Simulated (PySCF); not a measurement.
## PBE0 on Cd (cadmium, neutral)

Configuration: [Kr] 4d10 5s2, closed-shell 1S. Computed with PySCF 2.14 in aug-cc-pVDZ-PP with ECP28MDF, with a scalar-relativistic core potential.

```
Total energy                : -167.7275 hartree
One-electron energy         : -297.2046 hartree
Hartree (Coulomb) energy    : 144.8853 hartree
Exchange-correlation energy : -15.4082 hartree
⟨S²⟩                        : 0.0000
⟨L²⟩                        : 0.000
Sum of ⟨r⟩                  : 26.51 bohr
Sum of ⟨r²⟩                 : 48.41 bohr²
Time after the integrals    : 0.43 s of wall time on 1 thread of Neoverse-V1 (shared host)
```

```tsv
shell	electrons	mean orbital energy (hartree)	rms radius, mean of both spins (bohr)
4s	2	-4.20386	0.942
4p	6	-2.67170	1.04
4d	10	-0.51054	1.41
5s	2	-0.23732	3.18
```

Energies and moments cover only the electrons outside the core potential.
